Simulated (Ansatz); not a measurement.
AlClH2 (SMILES [AlH2][Cl]) moved off its minimum; all values from Ansatz (an electronic-structure program), cores frozen in correlated methods.
(charge 0, multiplicity 1)
```xyz
4

Al    -0.01973    -0.34632    -1.01105
H     -1.38473    -0.42575    -1.69666
H      1.39384    -0.70204    -1.65634
Cl    -0.00279     0.30247     0.98300
```

### Question
Give the forces (eV/Å), the total energy and the dipole at CCSD(T)/aug-cc-pV(T+d)Z.

### Answer

```tsv
atom	Fx	Fy	Fz
Al1	0.818	-0.059	0.059
H2	-0.523	-0.057	-0.335
H3	-0.299	0.051	0.069
Cl4	0.004	0.065	0.207
```
Energy -702.9950 hartree, dipole 1.38 D.
